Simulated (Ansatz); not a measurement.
Consider the ligand exchange at a Ga–O bond: `C[O][Ga]([NH2])[NH2]` + H₂S → `[NH2][Ga]([NH2])[SH]` + CH₃OH.

Program: Ansatz. Geometries: PBE0-D4/def2-TZVP. ΔE: electronic, gas phase. CCSD(T)/CBS adds triple-zeta CCSD(T) − MP2 to the extrapolated MP2 energy (def2 sets, frozen cores). This one scheme is used for every species. DFT in def2-TZVPP. HSE06 is defined as in plane-wave codes. For Ga outer-core shells are correlated without core-valence functions, which leaves a few kJ/mol of doubt a bond. Scalar relativity is left out up to krypton. One conformer a species, not always the lowest.

`C[O][Ga]([NH2])[NH2]`:

Z-matrix (Å, degrees):
```
C
O 1 1.401
H 1 1.099 2 112.8
H 1 1.095 2 108.8 3 119.1
H 1 1.099 2 112.4 3 -122.1
Ga 2 1.787 1 121.9 3 54.8
N 6 1.813 2 115.7 1 176.3
N 6 1.818 2 119.1 1 -3.7
H 7 1.006 6 121.0 2 159.9
H 7 1.007 6 118.7 2 16.3
H 8 1.006 6 120.3 2 17.2
H 8 1.006 6 121.4 2 164.5
```

H₂S:

Z-matrix (Å, degrees):
```
S
H 1 1.341
H 1 1.341 2 92.3
```

`[NH2][Ga]([NH2])[SH]`:

Cartesian coordinates in Å:
```
N 1.442 0.477 0.524
Ga -0.151 -0.188 -0.047
N -1.640 0.848 -0.091
S -0.370 -2.332 -0.512
H 2.300 -0.021 0.361
H 1.603 1.470 0.572
H -2.494 0.516 -0.506
H -1.592 1.852 -0.106
H 0.902 -2.622 -0.195
```

CH₃OH:

Cartesian coordinates in Å:
```
C 0.339 -0.045 0.100
O -0.783 0.635 -0.416
H 1.179 0.650 0.062
H 0.602 -0.929 -0.495
H 0.198 -0.353 1.143
H -1.535 0.041 -0.394
```

```tsv
level	ΔE (kJ/mol)
PBE-D4	-42.3
r2SCAN-D4	-39.1
BHLYP-D4	-38.2
CAM-B3LYP-D4	-32.6
r2SCAN0	-42.7
HSE06	-45.8
CCSD(T)/def2-SVP	-25.0
HF/CBS(def2)	-35.8
```

What does CCSD(T)/CBS give? (Estimate.)

The calculation gave: -38.0 kJ/mol. The listed levels differ from it by -4.3, -1.1, -0.2, 5.4, -4.7, -7.8, 13.0, 2.2 kJ/mol.

Largest T1 diagnostic among the species: 0.013.

From r2SCAN to r2SCAN0 (25 % exact exchange), in def2-TZVPP and without D4, ΔE moves by −3.1 kJ/mol. Leaving LDA and LC-ωPBE aside and taking each functional with its dispersion term where it has one, the values, not all of them listed here, spread over 12.7 kJ/mol, from HSE06-D4 to CAM-B3LYP-D4. LDA lies +3.3 kJ/mol from PBE without D4.
